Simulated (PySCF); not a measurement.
**Adding and removing an electron: BeSb**

UHF-CCSD(T); Be x2c-SVPall, Sb x2c-SVPall; spin-free X2C with a Gaussian nucleus (PySCF 2.14). Neutral (UHF): quartet (σ ↑, π ↑↑), Re = 2.481 Å, ωe = 387 cm⁻¹, De = 0.35 eV.

BeSb⁺ (ROHF): triplet (π ↑↑), Re = 2.459 Å, ωe = 397 cm⁻¹, De = 1.97 eV to Be + Sb⁺. The energies at the minima are -6491.94695 hartree for BeSb and -6491.68086 for BeSb⁺.

(1) Work out the adiabatic ionisation energy, without and with harmonic zero-point energies (1 hartree = 27.2114 eV, 1 eV = 8065.5 cm⁻¹), and the change of the bond length.

Correlated steps freeze 18 core orbitals. UHF and ROHF references stand side by side, which adds small steps between rows. Weak bonds: BeSb. Basis-set superposition, not corrected here, can be much of De in a small basis, most of all at correlated wavefunction levels. Spin–orbit coupling is left out, which matters for elements this heavy, above all for dissociation energies. For an ion De counts to the pair picked by the measured ionisation energies or electron affinities, which need not be the lowest pair at this level. States were picked by a PBE0 search and need not be the measured ground states.

Neutral and ion stand on different kinds of reference determinant, which adds to the error of the difference.

Results:

(1) At CCSD(T): 0.26609 hartree = 7.241 eV between the minima; the zero-point term (397.0 − 387.0)/2 cm⁻¹ = +0.001 eV makes it 7.241 eV. Re changes by -2.2 pm against the neutral. The electron leaves a σ orbital, and the small change of length marks it as nearly non-bonding.
